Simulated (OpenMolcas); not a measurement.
Ni7+, Pd7+, Pt7+: d3 down the group

```json
{"Program": "OpenMolcas", "Method": "MS-CASPT2, IPEA 0.25 Eh, imaginary shift 0.1 Eh", "Basis": "ANO-R2", "Scalar Hamiltonian": "X2C, finite nucleus", "Spin-orbit coupling": "RASSI with atomic mean-field integrals over the reference wave functions, term energies averaged over their components"}
```

Active space for each ion: 3 electrons in 10 orbitals (d d); closed shells correlated by CASPT2: Ni7+ 3s 3p; Pd7+ 4s 4p; Pt7+ 5s 5p.

Computed levels in cm-1 above 4F 3/2:

```
                               Level   Ni7+   Pd7+   Pt7+
                              4F 5/2    966   2460  10150
                              4F 7/2   2240   5260  17140
                              4P 1/2  24030  16740  22370
                              4P 5/2  25590  20430  33950
                              2G 7/2  26520  20160  32010
                              2G 9/2  27760  21470  52420
                              2P 3/2  33500  32360  56270
                              2P 1/2  34000  25830  40170
                              2H 9/2  37000  29100  33840
weight of 4F in the lowest level (%)    100     96     76
```

Mixed levels, with the weight of the term that names them: Ni7+ 2P 3/2 (54 %), Pd7+ 2G 9/2 (60 %), Pd7+ 2P 3/2 (56 %), Pd7+ 2H 9/2 (65 %), Pt7+ 4P 1/2 (67 %), Pt7+ 2G 7/2 (74 %), Pt7+ 2G 9/2 (58 %), Pt7+ 2P 3/2 (56 %), Pt7+ 2P 1/2 (67 %), Pt7+ 2H 9/2 (54 %).

Measured, with the error of the calculation in %. Measured levels: Ni7+ from Corliss and Sugar, J. Phys. Chem. Ref. Data 10, 197 (1981).

| Level | Ni7+ |
| --- | --- |
| 4F 5/2 | 1012 (-4.6) |
| 4F 7/2 | 2184 (+2.6) |
| 4P 1/2 | 23261 (+3.3) |
| 4P 5/2 | 24669 (+3.7) |

The fine-structure level 4F 7/2 changes by a factor of 7.65 from Ni7+ to Pt7+.

Without spin-orbit coupling 4P lies 22840, 14140, 13200 cm-1 above 4F in that order; the difference to the level 4P 1/2, of either sign, comes from spin-orbit coupling, which also lowers the zero.

CASPT2 breaks the degeneracy within a term, and the mean is taken; among the terms shown or strongly mixed into the levels shown the widest spread is 900 cm-1 (4d3 4F, Pd7+). Active for correlation alone: 4d; no level in the range computed is led by a configuration that fills it, so any true level of that kind is missing (holds for Ni7+). Active for correlation alone: 5d; no level in the range computed is led by a configuration that fills it, so any true level of that kind is missing (holds for Pd7+). Active for correlation alone: 6d; no level in the range computed is led by a configuration that fills it, so any true level of that kind is missing (holds for Pt7+). Computed and measured levels are paired by configuration, term and J; levels that our copy of the source lacks, or whose pairing is in doubt (as where it misses far off the trend of its configuration), stay unpaired and out of the deviations. Only configurations of the active space appear.
